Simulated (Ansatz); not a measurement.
`[SH][GeH]` + `[NH2][In]([Br])[Br]` → `[SH][Ge][Br]` + `[NH2][InH][Br]` at 400 K and 1 bar (redistribution).

Program: Ansatz. Geometries: PBE0-D4/def2-TZVP. ΔE: electronic, gas phase. CCSD(T)/CBS is the MP2 limit (def2-TZVPP, def2-QZVPP) plus CCSD(T) − MP2 in def2-TZVPP, frozen cores. def2 core potentials past Kr. For Br, Ge, In outer-core shells are correlated without core-valence functions, which leaves a few kJ/mol of doubt a bond. Scalar relativity is left out up to krypton. One conformer a species, not always the lowest.

```tsv
species	CCSD(T)/CBS energy (Eh)	H − E (kJ/mol)	S (J/(mol·K))
`[SH][GeH]`	-2475.08182	58.9	286.6
`[NH2][In]([Br])[Br]`	-5392.48319	100.6	408.1
`[SH][Ge][Br]`	-5047.87083	48.7	339.2
`[NH2][InH][Br]`	-2819.69701	109.5	358.1
```

H − E and S are ideal-gas, rigid-rotor, harmonic terms from PBE0-D4/def2-TZVP, for one conformer and one mirror image of each species. 1 Eh = 2625.50 kJ/mol, R = 8.31446 J/(mol·K).

Question: By hand: ΔE, ΔH, ΔS and ΔG.

Answer: ΔE = (-5047.87083) + (-2819.69701) − (-2475.08182) − (-5392.48319) = -0.00283 Eh = -7.4 kJ/mol. Δ(H − E) = 48.7 + 109.5 − 58.9 − 100.6 = -1.3, so ΔH = -8.7 kJ/mol. ΔS = 339.2 + 358.1 − 286.6 − 408.1 = 2.6 J/(mol·K). ΔG = -8.7 − 400 × (2.6)/1000 = -9.7 kJ/mol.

Question: By hand: the equilibrium constant, and the temperature at which ΔG would vanish if ΔH and ΔS stayed fixed.

Answer: log₁₀ K = −ΔG/(RT ln 10) = 1.3. ΔH and −TΔS have one sign here, so there is no such temperature. One of them is within its doubt of zero, so this could turn.

The number of gas molecules stays the same, so ΔS is small and ΔH decides. A doubt of 5 kJ/mol in ΔE shifts log₁₀ K by 0.7 here. Other conformers and mirror images would add mixing entropy, several J/(mol·K) or more a flexible species. These are equilibria of isolated gas molecules and say nothing of rates. Largest T1 diagnostic: 0.015 (customary marks: 0.02 for closed shells, 0.045 for open ones).
